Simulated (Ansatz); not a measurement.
Abridged output of a molecular run in Ansatz:

```
Functional definition: HF
1426 factors; integrals over basis functions are off by at most 1.3e-3 eV
mean field evaluation 1: about -13912.2334 eV, gradient 4.7e1 eV
mean field evaluation 2: about -13912.2411 eV, gradient 4.7e1 eV
mean field evaluation 4: about -13917.2826 eV, gradient 4.5e0 eV
mean field evaluation 8: about -13917.3385 eV, gradient 2.2e-4 eV
mean field -13917.33849715 eV, -511.4527562596 hartree, gradient 2.0e-6 eV, S^2 0.000000; 0 other end points of the search recorded, 0 dependent functions left out
10 core orbitals not correlated: weight in the atoms' cores, before any rotation towards them, 1.000 or more for the frozen orbitals, at most 0.000 for the correlated occupied ones
reference -13917.33849715 eV, -511.4527562596 hartree; 19, 19 occupied and 114, 114 virtual orbitals, 1426 factors
second order -24.26390946 eV of doubles, -0.00000000 eV of singles
cycle   1  -25.36430845 eV  change    -1.1e0 eV  update   1.0e-1
cycle   2  -25.95559217 eV  change   -5.9e-1 eV  update   2.9e-2
cycle   3  -26.08716629 eV  change   -1.3e-1 eV  update   1.4e-2
cycle   4  -26.08673923 eV  change    4.3e-4 eV  update   3.1e-3
cycle   5  -26.08644203 eV  change    3.0e-4 eV  update   1.3e-3
cycle   6  -26.08658412 eV  change   -1.4e-4 eV  update   3.9e-4
cycle   7  -26.08643920 eV  change    1.4e-4 eV  update   1.6e-4
cycle   8  -26.08640396 eV  change    3.5e-5 eV  update   4.9e-5
cycle   9  -26.08640695 eV  change   -3.0e-6 eV  update   1.8e-5
perturbative correction -0.62549553 eV, -0.0229865366 hartree
Total energy: -13944.05039963 eV, -512.4344005697 hartree
```

Its atoms:

Z-matrix (Å, degrees):
```
C
O 1 1.393
H 1 1.098 2 111.6
H 1 1.099 2 112.3 3 -121.0
H 1 1.096 2 110.3 3 119.2
Al 2 1.752 1 131.3 3 84.6
C 6 1.958 2 116.0 1 42.0
C 6 1.964 2 116.9 1 -111.2
O 6 2.008 2 83.1 1 149.2
H 7 1.095 6 111.9 2 161.6
H 7 1.095 6 112.3 2 40.8
H 7 1.096 6 111.5 2 -79.2
H 8 1.096 6 112.5 2 -154.9
H 8 1.095 6 113.0 2 -32.7
H 8 1.096 6 110.8 2 86.5
H 9 0.963 6 114.6 2 110.9
H 9 0.979 6 90.9 2 0.7
```

Problem. Which basis set was used?
A. def2-SVP
B. cc-pV(T+d)Z
C. def2-QZVPP
D. def2-TZVPPD

Solution. A. It gives 143 functions.

Problem. Write the keys of the input that set method, charge and spin (a neutral closed shell needs none for the last two).

Solution. 
```yaml
correlation: {method: ccsd_t}
```
